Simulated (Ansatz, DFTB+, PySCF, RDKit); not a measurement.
Process, species as SMILES: CC(C)CO → O(C(C)C)C

Wanted: isomerisation energy (electronic), in kcal/mol. Conventions: non-relativistic; LANL2DZ all-electron up to Ne; frozen cores in correlated levels; 6-311+G** with 5d; dispersion terms only where a functional's name holds one; spin-orbit terms left out; 6-31G* and kin with 6d, 5d where marked; SCC-DFTB with the Slater-Koster set that CP2K ships. Basis-set limits of correlation are two-point, X^-3; Hartree-Fock from the larger set. First-principles and DFTB rows: single points at B3LYP-D3(BJ) geometries (Ansatz, a first-principles code). Force-field rows are steric energies at their own minima; these count from a zero that differs with the bonding, so a difference between isomers is a use outside their ground.

Coupled cluster (Ansatz) is a level with limits of its own, used here on species with T1 under 0.025 (0.045 for open shells) and stable references: CCSD(T)/CBS(cc-pVTZ,cc-pVQZ).

Value to compare with, CCSD(T)/CBS(cc-pVTZ,cc-pVQZ) (Ansatz): 8.2 kcal/mol.

```
level                        program  isomerisation energy (electronic) (kcal/mol)  difference
--------------------  --------------  --------------------------------------------  ----------
UFF steric energy              RDKit                                           4.0        -4.2
MMFF94 steric energy           RDKit                                           5.0        -3.2
SCC-DFTB                       DFTB+                                           8.4         0.2
HF/STO-3G                     Ansatz                                          -3.6       -11.8
HF/LANL2DZ                    Ansatz                                           7.6        -0.6
HF/6-311+G**                  Ansatz                                           6.8        -1.4
PBE/3-21G                     Ansatz                                           0.3        -7.9
PBE/6-31G*                    Ansatz                                           1.4        -6.8
BLYP/6-31G*                   Ansatz                                          -0.4        -8.6
B3LYP/STO-3G                  Ansatz                                          -7.5       -15.7
B3LYP/6-31G*                  Ansatz                                           0.9        -7.3
M06-2X/6-311+G**               PySCF                                           7.4        -0.8
MP2/LANL2DZ                   Ansatz                                           8.5         0.3
MP2/6-31G*                    Ansatz                                           4.0        -4.2
r2SCAN-D4/def2-TZVPD  Ansatz + dftd4                                           6.6        -1.6
PBE0/def2-TZVPD               Ansatz                                           7.4        -0.8
wB97X-V/def2-TZVPD            Ansatz                                           6.8        -1.4
```

Among the 14 habitual levels, B3LYP/STO-3G lies farthest from CCSD(T)/CBS(cc-pVTZ,cc-pVQZ) (Ansatz) (-15.7 kcal/mol); 2 of 14 lie above it, and their mean absolute difference is 5.2 kcal/mol, the median 4.2. One case shows no general order.

The levels are drawn from those run, B3LYP/6-31G* more often than the rest, none by its result; left out are runs that failed, that the program found above a lower state of the same kind, or whose <S^2> lies over 0.5 above the pure value.
